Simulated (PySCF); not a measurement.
The dipole of `[SiH3][SiH2][SiH2][SiH2]CCl` from its density and from atomic charges.

Coordinates (PBE0-D3(BJ)/def2-SVP, Å) and charges (e) from the PBE0/pcSseg-1 density (PySCF):

| atom | x | y | z | Mulliken | IAO | Hirshfeld | ESP-fitted |
| --- | --- | --- | --- | --- | --- | --- | --- |
| Si1 | 2.251 | 1.165 | -0.333 | +0.2041 | +0.2881 | +0.1911 | +0.1605 |
| Si2 | 1.674 | -0.944 | 0.532 | -0.0133 | +0.1496 | +0.1322 | +0.2432 |
| Si3 | -0.243 | -1.716 | -0.583 | +0.0057 | +0.1369 | +0.1376 | -0.0132 |
| Si4 | -2.168 | -0.561 | 0.094 | +0.3734 | +0.4704 | +0.2371 | +0.3876 |
| C5 | -1.809 | 1.303 | 0.230 | -0.5022 | -0.5117 | -0.1202 | -0.4986 |
| Cl6 | -0.613 | 1.586 | 1.538 | -0.1442 | -0.0844 | -0.0076 | -0.1048 |
| H7 | 3.410 | 1.000 | -1.266 | -0.0558 | -0.0979 | -0.0776 | -0.0751 |
| H8 | 2.640 | 2.127 | 0.741 | -0.0401 | -0.0847 | -0.0731 | -0.0481 |
| H9 | 1.120 | 1.741 | -1.127 | -0.0791 | -0.1063 | -0.0789 | -0.0685 |
| H10 | 1.445 | -0.907 | 2.008 | -0.0052 | -0.0730 | -0.0744 | -0.0766 |
| H11 | 2.795 | -1.902 | 0.260 | -0.0151 | -0.0830 | -0.0753 | -0.0933 |
| H12 | -0.052 | -1.499 | -2.054 | -0.0233 | -0.0824 | -0.0740 | -0.0370 |
| H13 | -0.461 | -3.180 | -0.355 | -0.0144 | -0.0736 | -0.0694 | -0.0366 |
| H14 | -3.282 | -0.747 | -0.890 | -0.0478 | -0.0993 | -0.0738 | -0.0956 |
| H15 | -2.622 | -1.038 | 1.435 | -0.0303 | -0.0919 | -0.0729 | -0.0831 |
| H16 | -2.712 | 1.878 | 0.481 | +0.1915 | +0.1743 | +0.0525 | +0.2263 |
| H17 | -1.386 | 1.713 | -0.698 | +0.1960 | +0.1689 | +0.0467 | +0.2129 |

Task: Compute μ = Σ q r for each scheme (1 e·Å = 4.803 D) and compare with the dipole of the full density.

Result: The full density gives (-1.39, 0.07, -0.87) D, 1.64 D in size; dipole vectors point from the negative to the positive end.

```csv
scheme,μx,μy,μz,size (D),share of the full size (%),angle to the full dipole (°)
Mulliken,-1.72,-1.22,-1.24,2.45,149,32
IAO,-1.41,-0.96,-0.81,1.89,115,33
Hirshfeld,-1.33,0.20,0.02,1.34,82,33
ESP-fitted,-1.40,0.08,-0.88,1.66,101,0
```

Task: Which set comes closest?

Result: Length of the difference vector: ESP-fitted 0.02 D, Hirshfeld 0.90 D, IAO 1.03 D, Mulliken 1.38 D. Closest: ESP-fitted. ESP charges are fitted to the potential around the molecule, whose slowest-falling term is the dipole's. 

Task: What is left for the Hirshfeld atoms' own dipoles?

Result: The shares of the density sum to the whole, so what Σ q r misses lies in dipoles about the nuclei. The atomic dipoles sum to (-1.39, 0.07, -0.87) − (-1.33, 0.20, 0.02) = (-0.06, -0.13, -0.89) D, 0.90 D in size.

Task: With the origin at the mean of the coordinates, (-0.001, 0.001, 0.001) Å, which are the largest single terms, by size, of the Mulliken dipole along the direction of the full one?

Result: C5 -3.54, Si4 +3.17, H16 +1.95, Si1 -1.65, H17 +1.52 D; all 17 atoms together +2.06 D. The single terms depend on the origin, their sum doesn't.

Task: Give the size of the full dipole in other units.

Result: 1.64 D = 0.646 au = 0.342 e·Å = 5.48 × 10⁻³⁰ C·m.

Geometry: PBE0-D3(BJ)/def2-SVP, one conformer, isolated molecule.

These values come from a run that also computed NMR shieldings. On one thread of an Arm Neoverse N1, shared host with 64 logical CPUs at a one-minute load of 61, this took 70 s (with the writing of density and orbital grids) and 1.1 GiB of memory at its peak.

Conformer computed: `[SiH3:1][SiH2:2][SiH2:3][SiH2:4][CH2:5][Cl:6]`: Si1–Si2–Si3–Si4 -73°, Si2–Si3–Si4–C5 43°, Si3–Si4–C5–Cl6 -65°.
